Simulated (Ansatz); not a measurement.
Gas-phase electronic energies from Ansatz, PBE0-D4/def2-TZVP geometries. CCSD(T)/CBS adds triple-zeta CCSD(T) − MP2 to the extrapolated MP2 energy (def2 sets, frozen cores). This one scheme is used for every species. DFT in def2-TZVPP. B3LYP here is the variant with VWN-RPA as its local correlation; programs differ in this. Each species was taken in one conformer, which may not be the lowest.

Reaction (ligand exchange at a B–C bond): `BC(B)=C` + `C[O][AlH][NH2]` → `B[NH][AlH][O]C` + `BC=C`

`BC(B)=C`:

Cartesian coordinates in Å:
```
B -0.636 1.192 0.738
C -0.010 -0.009 -0.011
B 1.461 -0.469 0.130
C -0.808 -0.708 -0.851
H 0.005 1.855 1.501
H -1.790 1.468 0.554
H 1.847 -1.415 -0.500
H 2.226 0.098 0.854
H -0.440 -1.566 -1.412
H -1.854 -0.446 -1.003
```

`C[O][AlH][NH2]`:

Cartesian coordinates in Å:
```
C -0.791 -1.416 -1.116
O -0.615 -0.344 -0.241
Al 0.722 0.491 0.359
N 0.412 1.820 1.472
H -1.394 -1.109 -1.978
H 0.159 -1.814 -1.495
H -1.319 -2.233 -0.613
H 2.195 0.099 -0.056
H 1.131 2.386 1.892
H -0.499 2.120 1.777
```

`B[NH][AlH][O]C`:

Cartesian coordinates in Å:
```
B -1.878 0.149 -0.680
N -1.536 -0.299 0.575
Al -0.207 0.923 0.779
O 1.388 0.492 0.441
C 1.999 -0.611 -0.154
H -1.205 1.136 -1.031
H -2.692 -0.264 -1.449
H -1.970 -1.088 1.021
H -0.445 2.315 1.462
H 1.291 -1.420 -0.375
H 2.774 -1.014 0.507
H 2.481 -0.319 -1.094
```

`BC=C`:

Z-matrix (Å, degrees):
```
B
C 1 1.534
H 1 1.197 2 122.0
H 1 1.199 2 118.7 3 180.0
C 2 1.339 1 120.5 3 180.0
H 2 1.089 1 121.7 3 -0.0
H 5 1.086 2 120.6 1 0.0
H 5 1.087 2 123.0 1 -180.0
```

Problem. Is it downhill or uphill in electronic energy at CCSD(T)/CBS, and by how much? (Estimate.)

Solution. The calculation gave: Downhill: ΔE = -110.7 kJ/mol.

Problem. What do these levels give: PBE0-D4, ωB97M-V, B2PLYP, r2SCAN, PBE0, B3LYP, MP2/def2-TZVPP, CCSD/def2-TZVPP, HF/def2-QZVPP, SCS-MP2/def2-QZVPP, MP2/CBS(def2), CCSD/CBS(def2)? (An estimate is asked.)

Solution. Computed: PBE0-D4 -115.8, ωB97M-V -113.6, B2PLYP -108.8, r2SCAN -118.8, PBE0 -114.8, B3LYP -108.3, MP2/def2-TZVPP -109.8, CCSD/def2-TZVPP -108.5, HF/def2-QZVPP -88.6, SCS-MP2/def2-QZVPP -105.8, MP2/CBS(def2) -108.3, CCSD/CBS(def2) -107.0 kJ/mol.

Largest T1 diagnostic among the species: 0.013.

From PBE to PBE0 (25 % exact exchange), in def2-TZVPP and without D4, ΔE moves by +4.3 kJ/mol. In def2-TZVPP, CCSD(T) changes the Hartree–Fock value by −23.4 kJ/mol (the triples alone add −3.7 kJ/mol) and MP2 by −21.0 kJ/mol.
